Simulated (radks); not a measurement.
Q: The sulfur ion S6+, [Ne]. All-electron calculation, non-relativistic Kohn-Sham, PBE, spin-polarised, spherical densities, point nucleus. Program: a radial shooting solver on a logarithmic mesh with Libxc functionals. Every spin shell is full or empty, so the densities are truly spherical. Functionals are evaluated on that one density, not self-consistently. Rank these exchange functionals by their error against the exact value of the orbitals, and give that value: LDA, PBE, revPBE, PW91, WC, AM05, APBE, TASK.

A: Exact: -22.6916 hartree. From best to worst, with 100 (|E| - |E exact|)/|E exact| (equal figures are ties): revPBE -0.28, APBE +0.35, PW91 -0.38, PBE -0.80, WC -1.88, TASK -2.41, AM05 -7.31, LDA -8.51.
